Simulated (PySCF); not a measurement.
Mo(NH)2(Cl)(Br) (BrClH₂MoN₂), SMILES [NH]=[Mo](=[NH])([Cl])[Br], multiplicity 1.

Geometry: PBE-D3(BJ)/def2-SVP. The multiplicity is an assumed one; no other spin state was optimised. The structure was generated by enumeration; whether it is a known compound was not checked. The def2 effective core potentials stand for the cores of Mo; spin–orbit coupling is left out.

Two levels are set side by side: TDDFT-PBE/def2-SVPD (PySCF) and TDDFT-M06-2X/def2-SVPD (PySCF). Vertical, same geometry. The lowest singlet is HOMO→LUMO 96 % with PBE and HOMO−1→LUMO 33 %, HOMO−2→LUMO+1 17 %, HOMO→LUMO+1 17 %, HOMO−3→LUMO 11 % with the other functional; states are paired by order. Differences are taken from unrounded values.

| quantity | TDDFT-M06-2X |
|---|---|
| lowest singlet excitation (eV) | 3.79 |
| lowest triplet excitation (TDA) (eV) | 3.42 |

Q: What does TDDFT-PBE give, and how far is it from TDDFT-M06-2X? (The exact figures need the calculation; the answer reports its results.)

A: 
```csv
quantity,TDDFT-PBE,TDDFT-PBE minus TDDFT-M06-2X
lowest singlet excitation (eV),3.35,-0.45
lowest triplet excitation (TDA) (eV),3.07,-0.36
```

Functionals without exact exchange tend to place singlet excitations lower, as here. Differences between two approximate levels are no errors against the true value.

Rough cost on one machine, each run with all the roots and properties that it gave: TDDFT-M06-2X against TDDFT-PBE about 10 times.
